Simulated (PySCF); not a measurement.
## Nonlinear optical response: `C1=CBN([SiH3])C=C1`, C₄H₈BNSi

Molfile (atoms numbered from 1):
```
C4H8BNSi
     RDKit          3D

 15 15  0  0  0  0  0  0  0  0999 V2000
    2.3772    0.3681   -0.0711 Si  0  0  0  0  0  4  0  0  0  0  0  0
    0.6302    0.1243   -0.0373 N   0  0  0  0  0  0  0  0  0  0  0  0
   -0.2635    1.2423    0.0597 B   0  0  0  0  0  0  0  0  0  0  0  0
   -1.7442    0.9356    0.1182 C   0  0  0  0  0  0  0  0  0  0  0  0
   -2.1549   -0.3618    0.0767 C   0  0  0  0  0  0  0  0  0  0  0  0
   -1.2067   -1.4059   -0.0231 C   0  0  0  0  0  0  0  0  0  0  0  0
    0.1221   -1.1369   -0.0751 C   0  0  0  0  0  0  0  0  0  0  0  0
    2.8069    0.7901    1.2631 H   0  0  0  0  0  0  0  0  0  0  0  0
    2.6720    1.3674   -1.0943 H   0  0  0  0  0  0  0  0  0  0  0  0
    2.9617   -0.9284   -0.4213 H   0  0  0  0  0  0  0  0  0  0  0  0
    0.2044    2.3181    0.0888 H   0  0  0  0  0  0  0  0  0  0  0  0
   -2.5022    1.7062    0.1912 H   0  0  0  0  0  0  0  0  0  0  0  0
   -3.2040   -0.6313    0.1165 H   0  0  0  0  0  0  0  0  0  0  0  0
   -1.5395   -2.4322   -0.0608 H   0  0  0  0  0  0  0  0  0  0  0  0
    0.8363   -1.9474   -0.1531 H   0  0  0  0  0  0  0  0  0  0  0  0
  1  2  1  0
  2  3  1  0
  3  4  1  0
  4  5  2  0
  5  6  1  0
  6  7  2  0
  7  2  1  0
  1  8  1  0
  1  9  1  0
  1 10  1  0
  3 11  1  0
  4 12  1  0
  5 13  1  0
  6 14  1  0
  7 15  1  0
M  END
```

Level of theory: quadratic response LC-wPBE/def2-SVPD first hyperpolarisability, Taylor convention, gas phase (PySCF 2.14.0). Geometry: GFN2-xTB.

Task: What is the first hyperpolarisability, and how does it disperse?

Result: In au, Taylor convention; the vector part is βᵢ = ⅓ Σⱼ (βᵢⱼⱼ + βⱼᵢⱼ + βⱼⱼᵢ); β∥ is 3/5 of the vector part along the dipole, the dipole points from − to +:
```csv
process,λ (nm),β vector norm,β∥,β HRS,depolarisation ratio
"static β(0;0,0)",∞,141.8,42.2,54.5,6.76
"second harmonic β(−2ω;ω,ω)",1550,154.9,52.0,59.5,6.46
"Pockels β(−ω;ω,0)",1550,145.8,45.2,–,–
"second harmonic β(−2ω;ω,ω)",1064,174.3,66.5,67.1,5.96
"Pockels β(−ω;ω,0)",1064,150.7,48.9,–,–
"second harmonic β(−2ω;ω,ω)",694.3,272.3,135.6,107.2,4.14
"Pockels β(−ω;ω,0)",694.3,165.5,60.0,–,–
```

Task: Which lowest excitations, dipole and polarisabilities go with it?

Result: S1 5.07 eV (f = 0.159); S2 6.27 eV (f = 0.078); S3 6.55 eV (f = 0.002); dipole 1.65 D; isotropic α 90.0 au static, 90.5 au at 1550 nm, 91.1 au at 1064 nm, 92.1 au at 775 nm, 92.7 au at 694.3 nm, 94.8 au at 532 nm, 103.8 au at 347.1 nm.
